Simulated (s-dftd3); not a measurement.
n-butyl acetate (C$_{6}$H$_{12}$O$_{2}$), singlet, at a GFN2-xTB geometry; D3(op) for revpbe (s-dftd3 1.4.0).

Input for s-dftd3:
```
$ s-dftd3 mol.xyz --op revpbe --json dftd3.json --noedisp --grad

# file mol.xyz
20

C     -3.89440677     0.59454652    -0.33914431
C     -2.68001968    -0.31588928    -0.20491072
C     -1.38482384     0.48734588    -0.11951388
C     -0.17218977    -0.42092200     0.01524335
O      1.00033746     0.39177182     0.08275542
C      2.16802990    -0.25184192     0.17766581
C      3.31561892     0.72248799     0.23727749
O      2.26799694    -1.44948390     0.20894184
H     -3.81830555     1.20228703    -1.23782775
H     -4.80696323     0.00670346    -0.39843415
H     -3.96943663     1.25962206     0.51805895
H     -2.78316202    -0.93130463     0.69123698
H     -2.63196905    -0.98823606    -1.06403610
H     -1.41976689     1.15834622     0.74057834
H     -1.26798427     1.09989802    -1.01525903
H     -0.23298041    -1.03303909     0.92249391
H     -0.08587689    -1.09870449    -0.84185072
H      3.18703026     1.38072010     1.09268432
H      3.31828247     1.33210993    -0.66271262
H      4.25120428     0.17893113     0.32178314
```

What does s-dftd3 print? Leave out banner, timings and long lists.


```
-----------------------------------
 s i m p l e   D F T - D 3  v1.4.0
-----------------------------------

Optimized power damping: revpbe-D3(op)
--------------------
   s6        1.0000
   s8        1.4477
   s9        0.0000
   a1        0.6000
   a1        2.5000
  alp       14.0000
 beta        0.0000
--------------------

Dispersion energy:      -5.9197724513289E-02 Eh

Gradient norm:           4.4353013730227E-03 Eh/a0
--------------------------------------------------
     #    Z           dE/dx      dE/dy      dE/dz
--------------------------------------------------
     1    6 C    -1.269E-03  2.765E-04 -1.182E-04
     2    6 C    -7.833E-04 -5.048E-04 -5.071E-05
     3    6 C     2.705E-04  5.583E-04  8.642E-06
     4    6 C     4.600E-04 -2.530E-04  6.083E-05
     5    8 O     1.889E-04  1.671E-04  2.416E-05
     6    6 C     7.175E-04 -2.455E-04  5.895E-05
     7    6 C     7.314E-04  4.318E-04  4.286E-05
     8    8 O     7.432E-04 -1.361E-03  8.269E-05
     9    1 H    -7.581E-04  5.721E-04 -5.284E-04
    10    1 H    -8.650E-04  3.322E-05 -7.548E-05
    11    1 H    -8.340E-04  6.008E-04  3.531E-04
    12    1 H    -4.954E-04 -9.064E-04  5.891E-04
    13    1 H    -3.928E-04 -9.448E-04 -6.051E-04
    14    1 H     2.220E-04  9.640E-04  6.223E-04
    15    1 H     3.272E-04  9.231E-04 -6.359E-04
    16    1 H     1.083E-05 -7.184E-04  7.505E-04
    17    1 H     1.194E-04 -7.718E-04 -6.670E-04
    18    1 H     4.024E-04  5.485E-04  4.243E-04
    19    1 H     4.625E-04  5.268E-04 -3.900E-04
    20    1 H     7.420E-04  1.031E-04  5.338E-05
--------------------------------------------------

Virial:
--------------------------------------------------
      component           x          y          z
--------------------------------------------------
          x       5.754E-02 -1.065E-03  3.927E-03
          y      -1.065E-03  2.180E-02 -4.852E-04
          z       3.927E-03 -4.852E-04  9.653E-03
--------------------------------------------------

[Info] JSON dump of results written to 'dftd3.json'
```
